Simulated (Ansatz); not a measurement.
CH$_{3}$Cl$_{2}$ISi (`ClC[SiH](Cl)I`), 8 atoms. Charge 0, multiplicity 1. Correlated methods include outer-core shells of I, which these sets cover unevenly. I takes the def2 core potential. All runs use 4 threads of a server CPU on a shared host. Correlated methods freeze the cores.

Problem. How many basis functions does each run have, and how long does it take in Ansatz? RKS PBE-QIDH (frozen core)/def2-TZVPP energy; RHF-MP2/def2-QZVPP energy; RHF-CCSD(T)/def2-TZVPP energy; RKS ωB97M-V/def2-SVP energy; direct RPA on PBE orbitals/def2-TZVPP energy; RKS PBE0-D4/def2-QZVPP energy; RKS BHLYP-D4/def2-TZVPP energy; RKS B2PLYP (frozen core)/def2-TZVPP energy; RKS PBE0-D4/def2-TZVP frequencies; RKS PBE0-D4/def2-SVP energy; RKS PBE0-D4/def2-TZVP relaxation (6 steps); RHF-CCSD(T)/def2-SVP energy. (Estimate.)

Solution. Ansatz gave: Other jobs shared the machine, so times are rough.

```tsv
level	job	functions	wall time	peak host memory (GiB)
RKS PBE0-D4/def2-SVP	energy	109	1.6 s	0.26
RKS BHLYP-D4/def2-TZVPP	energy	249	5.5 s	0.9
direct RPA on PBE orbitals/def2-TZVPP	energy	249	6.5 s	0.65
RKS ωB97M-V/def2-SVP	energy	109	7.5 s	0.39
RHF-CCSD(T)/def2-SVP	energy	109	7.5 s	0.51
RKS PBE-QIDH (frozen core)/def2-TZVPP	energy	249	9 s	0.73
RKS B2PLYP (frozen core)/def2-TZVPP	energy	249	9.5 s	0.73
RKS PBE0-D4/def2-QZVPP	energy	439	12 s	2.1
RHF-MP2/def2-QZVPP	energy	439	25 s	2.5
RKS PBE0-D4/def2-TZVP	relaxation (6 steps)	210	37 s	0.71
RKS PBE0-D4/def2-TZVP	frequencies	210	2.9 min	0.71
RHF-CCSD(T)/def2-TZVPP	energy	249	4.6 min	5.3
```
